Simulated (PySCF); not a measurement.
CH7FOSi2, SMILES O[SiH2][SiH2]CF. Atoms are numbered in the order given.

```xyz
12

O     -1.6366     1.4972    -0.3251
Si    -1.6220     0.1783     0.7139
Si     0.6260    -0.4850     0.6731
C      1.2048    -0.3113    -1.1349
F      2.5549    -0.6239    -1.2477
H     -2.4862     1.9320    -0.4677
H     -2.5173    -0.9193     0.2166
H     -2.1028     0.5372     2.0880
H      0.7899    -1.8984     1.1314
H      1.4649     0.3987     1.5381
H      0.6255    -0.9761    -1.8026
H      1.0392     0.7252    -1.4820
```

The structure is a stationary point at r2SCAN-D4/def2-SVP. This is a generated structure with no PubChem entry under its InChIKey; it may be hypothetical. The values are those of a single conformer.

Two levels are set side by side: PBE/pcSseg-1 (PySCF) and HF/pcSseg-1 (PySCF). GIAO shifts against CFCl3 (¹⁹F), H2O (¹⁷O), TMS (²⁹Si), TMS (¹H), TMS (¹³C) at the same level; non-relativistic, no solvent, atoms listed together averaged. Differences are taken from unrounded values.

| quantity | HF | PBE | PBE minus HF |
|---|---|---|---|
| δ(¹⁷O) of O1 (ppm) | -14.2 | 0.7 | 14.9 |
| δ(²⁹Si) of Si2 (ppm) | -25.1 | -17.5 | 7.5 |
| δ(²⁹Si) of Si3 (ppm) | -62.0 | -76.9 | -14.9 |
| δ(¹³C) of C4 (ppm) | 69.5 | 81.2 | 11.6 |
| δ(¹⁹F) of F5 (ppm) | -250.8 | -308.1 | -57.4 |
| δ(¹H) of H6 (ppm) | 1.32 | 0.27 | -1.05 |
| δ(¹H) of H7, H8 (ppm) | 4.98 | 5.96 | 0.98 |

Rough cost on one machine, each run with all the roots and properties that it gave: HF against PBE within a factor of 2.
